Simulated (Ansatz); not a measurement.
C8H13ClFNZr (`C[N](C)[Zr]1234([F])([Cl])[C@@H]5[C@H]1[C@H]2[C@@]3(C)[C@@H]54`) at its PBE0-D4/def2-TZVP geometry, where that method's forces vanish. Total charge 0; spin multiplicity 1. Zr takes the def2 core potential.

```xyz
25

C     2.0834   -0.0991    2.1575
N     1.4262   -0.5710    0.9541
C     2.2220   -1.5237    0.2362
Zr   -0.3383    0.3948    0.9243
F    -1.1486    0.0770    2.6494
Cl    0.2024    2.7345    0.8409
C    -2.2341   -0.8916   -0.0289
C    -1.0716   -1.4141   -0.6271
C    -0.5262   -0.4098   -1.4635
C    -1.3476    0.7346   -1.3937
C    -1.1916    1.9901   -2.1810
C    -2.3920    0.4364   -0.4833
H     1.4567    0.6197    2.7085
H     2.2969   -0.9212    2.8534
H     3.0198    0.4264    1.9296
H     3.1786   -1.0864   -0.0832
H     1.7004   -1.8734   -0.6545
H     2.4571   -2.3995    0.8579
H    -2.8605   -1.3932    0.6939
H    -0.6639   -2.4010   -0.4655
H     0.3708   -0.4960   -2.0603
H    -1.7627    1.9201   -3.1117
H    -0.1477    2.1712   -2.4396
H    -1.5520    2.8564   -1.6260
H    -3.1776    1.1187   -0.1876
```

Task: What forces (eV/Å) does PBE-D4/def2-TZVPP give on these atoms in Ansatz 0.2.0? (An estimate is asked.)

Result: Computed: 
```
C1   0.009  0.045  0.093
N2  -0.023 -0.052 -0.109
C3   0.022 -0.063 -0.064
Zr4 -0.136  0.190 -0.058
F5  -0.114 -0.053  0.276
Cl6  0.045  0.139  0.003
C7  -0.233 -0.160  0.158
C8   0.106 -0.307 -0.010
C9   0.224 -0.071 -0.199
C10  0.021  0.277 -0.184
C11 -0.001 -0.028  0.015
C12 -0.249  0.149  0.039
H13 -0.111  0.138  0.100
H14  0.057 -0.175  0.156
H15  0.205  0.113 -0.041
H16  0.212  0.078 -0.068
H17 -0.099 -0.075 -0.184
H18  0.066 -0.191  0.124
H19 -0.135 -0.108  0.151
H20  0.084 -0.214  0.030
H21  0.190 -0.018 -0.131
H22 -0.110  0.003 -0.194
H23  0.205  0.049 -0.064
H24 -0.073  0.185  0.097
H25 -0.163  0.147  0.063
```
